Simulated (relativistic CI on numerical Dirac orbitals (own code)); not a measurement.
**Au4+: 4f photoemission**

Computed with this model: Dirac-Coulomb-Breit CI, orbitals from a KLI potential per configuration, a model potential for QED, valence Slater integrals scaled by 0.9, multiplet model of photoemission in the sudden approximation; configurations [Xe] 4f14 5d7 → [Xe] 4f13 5d7; 80 K; Lorentzian 0.35 eV and Gaussian 0.5 eV FWHM. Energies are those of the free ion, without screening or charge transfer. The energies are binding energies and can lie tens of eV above those of solids. S is read from ⟨S²⟩ = S(S + 1).

free ion: ground-state S = 1.37, centroid 146.72 eV. Peaks (eV, height): 144.7 (100), 148.7 (55), 149.5 (47).

Strongest unbroadened transitions for free ion:

```csv
Energy (eV),Relative strength
144.34,100.0
144.65,70.7
144.72,87.9
144.79,25.3
144.86,37.3
145.46,46.7
145.48,54.2
145.61,16.9
147.42,11.5
148.04,37.0
148.58,19.9
148.64,18.8
148.67,23.3
148.74,12.7
148.78,29.4
149.06,33.4
149.52,42.2
149.72,47.6
```
